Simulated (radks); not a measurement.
Results of a calculation; reference values are marked as such.
Polarisability of the zirconium ion Zr+, [Kr] 4d2 5s1, at imaginary frequency. Code: a radial shooting solver on a logarithmic mesh with Libxc functionals. Model: non-relativistic Kohn-Sham, PBE, spin-unpolarised, spherical densities, point nucleus; relativity is left out, which matters for an element this heavy. Response by self-consistent Sternheimer equations with the Hartree and adiabatic LDA kernel.

| w (hartree) | alpha1(iw) (bohr^3) |
|---|---|
| 0.00266 | 60.14 |
| 0.0143 | 59.68 |
| 0.0360 | 57.22 |
| 0.0697 | 50.66 |
| 0.118 | 39.86 |
| 0.186 | 28.15 |
| 0.280 | 18.80 |
| 0.413 | 12.41 |
| 0.605 | 8.188 |
| 0.892 | 5.296 |
| 1.35 | 3.213 |
| 2.12 | 1.716 |
| 3.59 | 0.7609 |
| 6.94 | 0.2689 |
| 17.5 | 0.06471 |

Static values: alpha1 = 60.16 bohr^3 (8.915 angstrom^3; uncoupled 95.48). C6 = 506.4, triple-dipole C9 = 21020 atomic units. One-pole (London) frequency 4 C6 / (3 alpha1^2) = 0.187 hartree, against 0.355 for minus the highest occupied eigenvalue.
